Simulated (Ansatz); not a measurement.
Computed with frozen-core CCSD(T)/def2-TZVPP // r2SCAN-D4/def2-TZVP in Ansatz (a program for electronic structure).

Ansatz 0.2 input:
```yaml
crystal:
  periodic: [false, false, false]
  atoms:
    - { symbol: F, position_ang: [1.839872, -0.636273, -1.17725] }
    - { symbol: Si, position_ang: [1.144609, 0.016236, 0.086245] }
    - { symbol: F, position_ang: [1.704306, 1.491454, 0.212897] }
    - { symbol: F, position_ang: [1.649684, -0.781606, 1.356633] }
    - { symbol: Ge, position_ang: [-1.205384, -0.017173, -0.090799] }
    - { symbol: H, position_ang: [-1.818772, 0.614564, 1.160373] }
    - { symbol: H, position_ang: [-1.683712, -1.464599, -0.220814] }
    - { symbol: H, position_ang: [-1.630734, 0.77709, -1.327303] }
basis:
  gaussian: { orbitals: def2-TZVPP }
correlation:
  method: ccsd_t
```

Output:

```
Functional definition: HF
1414 factors; integrals over basis functions are off by at most 9.2e-4 eV
mean field evaluation 1: about -72507.2773 eV, gradient 4.3e1 eV
mean field evaluation 2: about -72507.4566 eV, gradient 4.4e1 eV
mean field evaluation 4: about -72510.8841 eV, gradient 2.7e0 eV
mean field evaluation 8: about -72510.9398 eV, gradient 2.1e-1 eV
mean field evaluation 16: about -72507.2778 eV, gradient 4.3e1 eV
mean field -72510.93992274 eV, -2664.7278924805 hartree, gradient 3.1e-6 eV, S^2 0.000000; 0 other end points of the search recorded, 0 dependent functions left out
17 core orbitals not correlated
reference -72510.93992274 eV, -2664.7278924805 hartree; 21, 21 occupied and 187, 187 virtual orbitals, 1414 factors
second order -30.51427142 eV of doubles, -0.00000000 eV of singles
cycle   1  -30.14476468 eV  change    3.7e-1 eV  update   1.2e-1
cycle   2  -30.86975830 eV  change   -7.2e-1 eV  update   3.4e-2
cycle   3  -31.01050458 eV  change   -1.4e-1 eV  update   1.7e-2
cycle   4  -30.98662813 eV  change    2.4e-2 eV  update   3.7e-3
cycle   5  -30.98374031 eV  change    2.9e-3 eV  update   1.5e-3
cycle   6  -30.98484236 eV  change   -1.1e-3 eV  update   4.0e-4
cycle   7  -30.98456729 eV  change    2.8e-4 eV  update   1.3e-4
cycle   8  -30.98446698 eV  change    1.0e-4 eV  update   3.5e-5
cycle   9  -30.98446998 eV  change   -3.0e-6 eV  update   1.2e-5
perturbative correction -0.92844182 eV, -0.0341196076 hartree
Total energy: -72542.85283454 eV, -2665.9006703577 hartree
```

Cost: roughly 4 core-minutes.
